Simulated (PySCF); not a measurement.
NbOCl₃, SMILES [O]=[Nb]([Cl])([Cl])[Cl], multiplicity 1. Geometry: B3LYP-D3(BJ)/def2-SVP. The spin state was assumed, not searched. The isomer is the one that the SMILES or the coordinates give; other isomers of the formula were not compared. The def2 effective core potentials stand for the cores of Nb; spin–orbit coupling is left out.

Computed with B3LYP-D3(BJ)/def2-SVP (PySCF).

Harmonic wavenumbers (cm⁻¹): 105, 105, 129, 219, 219, 390, 442, 442, 1046. Rotational constants (GHz): 1.481, 1.481, 0.9959; symmetry number 3.

Task: Work out the zero-point energy and the ideal-gas rigid-rotor harmonic-oscillator thermochemistry at 298.15 K and 1 atm.

Result: ZPE = ½ Σ hcν = ½ × 3099 cm⁻¹ = 18.53 kJ/mol. H − E(el) = 39.17 kJ/mol. Entropy in J/(mol K): translation 175.74, rotation 113.78, vibration 68.31, total 357.83. G − E(el) = -67.52 kJ/mol. Cp = 91.89 J/(mol K). Modes under 150 cm⁻¹ make the vibrational entropy uncertain.
